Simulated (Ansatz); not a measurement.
CH6BGaSi (`[GaH2][CH]1B[SiH2]1`). Charge 0, multiplicity 1. The geometry is a stationary point of PBE0-D4/def2-TZVP.

```xyz
10

Ga    1.445   -0.051    0.540
C    -0.005    0.594   -0.727
B    -1.299    1.093   -0.263
Si   -1.032   -0.796    0.104
H     2.549   -0.893   -0.175
H     1.524    0.571    1.968
H     0.515    0.789   -1.664
H    -2.092    1.960   -0.420
H    -0.145   -1.252    1.262
H    -1.460   -2.016   -0.623
```

Question: What is the dipole moment at r2SCAN/def2-TZVPP? (Best estimate.)

Answer: Ansatz gave: 0.67 D, with components (0.05, -0.40, -0.53) D in this frame, pointing from negative to positive charge.

Question: And with PBE, B3LYP, ωB97M-V? (Estimate.)

Answer: Computed: PBE 0.66 D, B3LYP 0.65 D, ωB97M-V 0.65 D.

Question: Give the Mulliken charges with r2SCAN, ωB97M-V, B3LYP in def2-TZVPP. (Estimate.)

Answer: Ansatz gave: 
| atom | r2SCAN | ωB97M-V | B3LYP |
| --- | --- | --- | --- |
| Ga1 | 0.19 | 0.15 | 0.16 |
| C2 | -0.19 | -0.28 | -0.18 |
| B3 | -0.05 | -0.10 | -0.04 |
| Si4 | 0.15 | 0.05 | 0.10 |
| H5 | -0.05 | -0.02 | -0.05 |
| H6 | -0.05 | -0.01 | -0.04 |
| H7 | 0.10 | 0.13 | 0.12 |
| H8 | 0.03 | 0.11 | 0.06 |
| H9 | -0.07 | -0.03 | -0.07 |
| H10 | -0.06 | -0.01 | -0.05 |

B3LYP here is the variant with VWN-RPA as its local correlation; programs differ in this.
